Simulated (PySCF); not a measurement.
Job file and geometry (Å, from GFN2-xTB) of an NMR shielding run on `CC[C@]1(OC=O)CO[SiH2]O1`, C5H10O4Si, GIAO PBE0/pcSseg-1 NMR shielding, non-relativistic, gas phase (PySCF 2.14.0, density-fitted response routines); density fitting, a coarse starting grid and PySCF grid level 2 are the driver's defaults:

```
$ OMP_NUM_THREADS=1 python probes_run.py task.json out

{"job": {"kind": "nmr", "xc": "PBE0", "basis": "pcSseg-1"}, "charge": 0, "multiplicity": 1}
C     -2.474879    -0.452055    -0.063369
C     -1.219320    -0.519397    -0.924483
C      0.002232     0.065951    -0.206425
O     -0.312665     1.453245     0.034699
C      0.531164     2.195799     0.726873
O      1.607438     1.898165     1.148693
C      1.296870    -0.052574    -1.064492
O      2.243840    -0.775608    -0.352975
Si     1.771222    -1.098876     1.181722
O      0.217426    -0.573470     0.990293
H     -3.301089    -0.943090    -0.571341
H     -2.296851    -0.948460     0.886974
H     -2.742910     0.583293     0.128250
H     -0.985575    -1.558642    -1.160888
H     -1.364697     0.034220    -1.853436
H      0.076389     3.195287     0.855876
H      1.687123     0.944555    -1.290203
H      1.084412    -0.570598    -2.004727
H      1.694371    -2.539765     1.357683
H      2.480352    -0.327303     2.178238
```

Question: Write the output of this run.

Answer: 
```
coarse grid: 17600 points
cycle   1  E = -785.9003436644  dE =  1.873e+00  |g| = 1.232e+00  |ddm| = 4.054e+00
cycle   2  E = -785.4229026310  dE =  4.774e-01  |g| = 2.032e+00  |ddm| = 2.255e+00
cycle   3  E = -786.1527007288  dE = -7.298e-01  |g| = 3.401e-01  |ddm| = 1.575e+00
cycle   4  E = -786.1728038850  dE = -2.010e-02  |g| = 1.021e-01  |ddm| = 2.696e-01
cycle   5  E = -786.1744845451  dE = -1.681e-03  |g| = 2.263e-02  |ddm| = 6.445e-02
cycle   6  E = -786.1745893751  dE = -1.048e-04  |g| = 5.929e-03  |ddm| = 2.047e-02
cycle   7  E = -786.1745960773  dE = -6.702e-06  |g| = 1.634e-03  |ddm| = 4.851e-03
final grid: 166520 points
cycle   8  E = -786.2760655647  dE = -3.214e-05  |g| = 1.628e-02  |ddm| = 3.176e-02
cycle   9  E = -786.2760089939  dE =  5.657e-05  |g| = 2.422e-02  |ddm| = 2.416e-02
cycle  10  E = -786.2761109534  dE = -1.020e-04  |g| = 2.631e-03  |ddm| = 1.541e-02
cycle  11  E = -786.2761122320  dE = -1.279e-06  |g| = 4.903e-04  |ddm| = 1.832e-03
cycle  12  E = -786.2761122695  dE = -3.752e-08  |g| = 1.684e-04  |ddm| = 4.367e-04
cycle  13  E = -786.2761122753  dE = -5.812e-09  |g| = 4.018e-05  |ddm| = 1.475e-04
cycle  14  E = -786.2761122756  dE = -2.926e-10  |g| = 1.507e-05  |ddm| = 4.574e-05
converged SCF energy = -786.2761122756

GIAO shielding tensors (ppm)
atom      isotropic    diamagn.    paramagn.     s11        s22        s33       span
  0 C      177.754     245.728     -67.974    169.321    176.168    187.772     18.450
  1 C      147.210     247.982    -100.772    130.483    144.241    166.907     36.425
  2 C       78.180     248.485    -170.305     65.317     71.735     97.489     32.173
  3 O       64.574     404.782    -340.208   -100.285    118.955    175.053    275.338
  4 C       21.345     247.495    -226.151    -80.255     67.368     76.922    157.178
  5 O     -114.206     404.686    -518.892   -411.009   -230.256    298.646    709.655
  6 C      108.733     247.635    -138.903     83.328    102.020    140.851     57.523
  7 O      296.739     395.872     -99.134    241.664    259.467    389.084    147.420
  8 Si     347.138     882.369    -535.232    315.336    336.439    389.637     74.302
  9 O      235.226     401.222    -165.995    174.453    235.384    295.842    121.389
 10 H       30.739      27.746       2.994     25.988     27.677     38.553     12.565
 11 H       30.030      30.314      -0.284     24.604     30.240     35.247     10.642
 12 H       30.318      30.102       0.216     25.145     29.380     36.429     11.285
 13 H       30.188      32.254      -2.066     25.374     30.286     34.905      9.531
 14 H       29.849      31.900      -2.051     25.298     29.365     34.884      9.586
 15 H       23.585      26.912      -3.328     18.425     23.543     28.786     10.361
 16 H       27.130      31.942      -4.813     24.328     26.583     30.478      6.150
 17 H       27.492      31.350      -3.858     22.703     28.092     31.682      8.980
 18 H       26.675      30.344      -3.669     22.916     23.789     33.322     10.406
 19 H       26.330      30.322      -3.991     22.188     24.430     32.372     10.184
```

Question: Turn these shieldings into chemical shifts. Referencing at the same level of theory: ¹³C (σ = 186.93 ppm) and ²⁹Si (σ = 349.16 ppm) and ¹H (σ = 31.72 ppm) against TMS; H2O for ¹⁷O (σ = 336.08 ppm).

Answer: Averaging equivalent atoms: C 4: 165.6; C 2: 108.7; C 6: 78.2; C 1: 39.7; C 0: 9.2; O 5: 450.3; O 3: 271.5; O 9: 100.9; O 7: 39.3; Si 8: 2.0; H 15: 8.13; H 19: 5.39; H 18: 5.04; H 16: 4.59; H 17: 4.22; H 14: 1.87; H 13: 1.53; H 10/11/12: 1.35 ppm. Unscaled 17O shifts of doubly bonded oxygen tend to come out too high, by tens of ppm or more. Experimental scales use liquid or dissolved standards, which lie at an offset from isolated H2O (liquid H2O: subtract about 36 ppm).

Size and cost of the density-fitted run: 227 basis functions, 2.1 min wall time on 1 thread of an Intel Xeon, shared host; peak memory 1.1 GiB.
